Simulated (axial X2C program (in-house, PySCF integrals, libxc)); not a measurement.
## MgLa: properties at the nuclei

Calculated with an in-house all-electron X2C program for linear molecules (integrals from PySCF): two-component X2C with atomic mean-field Coulomb and Gaunt terms, Gaussian nuclei, basis La dyall-cv3z, Mg dyall-cv3z with contracted cores.

R = 3.200 Å (near the PBE0 minimum at charge 0 of the determinant lowest at the starting distance; the state shown can have its own minimum elsewhere).

Determinant lowest in the PBE0 search, Ω = 3/2 (⟨Sz⟩ = 1.49, ⟨Lz⟩ = 0.01 at PBE0), spin on the atoms La 1.37, Mg 0.13:

| level | Eeff magnitude (GV/cm) | Ws magnitude La (kHz) | A∥/gI La (MHz) | qzz La (a.u.) | A∥/gI Mg (MHz) | qzz Mg (a.u.) | μ (D) |
| --- | --- | --- | --- | --- | --- | --- | --- |
| PBE0 | 4.36 | 1.8 | 1420 | -2.11 | 3.25 | 0.02 | -0.82 |
| HF | 5.4 | 2.01 | 1200 | -2.68 | -54.1 | -0.04 | 0.85 |
| BHandHLYP | 4.18 | 1.74 | 1350 | -1.97 | 17.6 | 0.02 | -0.29 |
| BP86 | 4.06 | 1.68 | 1490 | -2.14 | 6.68 | 0.04 | -0.91 |
| LDA | 4.2 | 1.71 | 1520 | -2.13 | 10.8 | 0.07 | -0.89 |

Eeff is the effective electric field on the electron electric dipole moment in this Ω state and Ws the scalar–pseudoscalar constant of the nucleus named (defined with the proton number Z and per Ω); A∥ (defined per Ω) follows by multiplying with gI = μI/(I μN); qzz is the electric field gradient, eQq0 = 234.96 MHz × Q/barn × qzz; μ is positive if the Mg end (last atom) is positive. The operators were transformed with the bare-nucleus X2C matrices; with these basis sets, hyperfine constants and field gradients can be off by tens of per cent, and where levels differ in sign neither size nor sign is settled.

**Question.** With gI(139La) = 0.7952, Q(139La) = 0.206 barn (g factors from the IAEA table of nuclear moments by Stone; Q from Pyykkö, Mol. Phys. 2018), turn the PBE0 values of the first state into constants in MHz.

**Answer.** A∥(139La) = 1420 × 0.7952 = 1130 MHz; eQq0(139La) = 234.96 × (0.206) × (-2.11) = -102 MHz.

Each state is one determinant with collinear spin, which with several unpaired electrons need not be a pure state. Unrestricted Hartree–Fock can overshoot spin polarisation at the nuclei. This is the top spin component of a Σ state; components of lower Ω are not single determinants and can lie lower. With several open shells hyperfine constants can be off by a factor of several. States lie within half an eV, so the first need not be the ground state. Further determinants of the search, some of them spin-mixed, are not shown. Where a field gradient or hyperfine factor spreads by more than a factor of two over the levels, a constant derived from it is not to be relied on.
